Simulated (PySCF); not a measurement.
**How the method changes the constants of CaSn⁺**

State: ²Π (doublet), unpaired electrons π ↑. Set-up: basis Ca def2-SVP, Sn def2-SVP with ECP28; scalar-relativistic core potentials; PySCF 2.14. De refers to Ca⁺ + Sn in their high-spin ground configurations, without counterpoise correction. The functionals are run spin-unrestricted. A positive dipole points towards Sn; it is taken about the centre of mass and depends on that origin. Levels whose curve was spin-contaminated or gave no clean fit are not listed.

```tsv
Level	Re (Å)	ωe (cm⁻¹)	De (eV)	μ (D)	CPU s a point (SCF and correlation, without the integrals)
UHF	3.344	145	0.247	-11.97	0.4
UHF-CCSD	3.363	138	1.03	n/a	n/a
UHF-CCSD(T)	3.368	136	1.13	n/a	7.5
PBE	3.200	165	1.70	-9.54	0.6
TPSS	3.191	169	1.68	-10.29	0.86
r²SCAN	3.189	168	1.41	-10.52	0.9
TPSSh	3.191	169	1.59	-10.57	1
B3LYP	3.222	159	1.51	-9.76	0.81
PBE0	3.203	163	1.45	-10.33	1.2
HSE06	3.201	164	1.50	-10.29	1.3
```

(1) Which functional lies closest to UHF-CCSD(T) in De, which farthest, and by how much do they differ from it?

(2) What does a quarter of exact exchange do here, going from PBE to PBE0?

(3) What does a tenth of exact exchange do here, going from TPSS to TPSSh?

Correlated steps freeze 9 core orbitals. Correlated levels converge slowly with the basis: in double zeta they bind strong bonds too weakly, by up to about 1 eV, and carry superposition errors of some tenths. These are scalar-relativistic numbers at best; spin–orbit coupling would shift them, the dissociation energy most. For an ion De counts to the pair picked by the measured ionisation energies or electron affinities, which need not be the lowest pair at this level. The state was picked by a PBE0 search and need not be the measured ground state.

The whole job (state search and all levels along the bond) took about 3 min on 1 thread of AMD EPYC 7R43 64-Core (shared host), peak memory 0.58 GiB.

Results:

(1) Closest is r²SCAN (-17.9 pm in Re, +23.5 % in ωe, +0.28 eV in De against UHF-CCSD(T) in the same basis), farthest PBE (-16.8 pm in Re, +21.3 % in ωe, +0.57 eV in De). CCSD(T) converges more slowly with the basis than the functionals do and binds too weakly in this one, so the order can change at the basis-set limit.

(2) PBE0 less PBE: +0.3 pm in Re, -1.2 % in ωe, -0.25 eV in De. Exact exchange removes part of the self-interaction that spreads semilocal densities, and in most molecules shortens and stiffens the bond and lowers De; here Re and ωe go the other way.

(3) TPSSh less TPSS: +0.0 pm in Re, +0.0 % in ωe, -0.09 eV in De. Exact exchange removes part of the self-interaction that spreads semilocal densities, and in most molecules shortens and stiffens the bond and lowers De; so it does here.
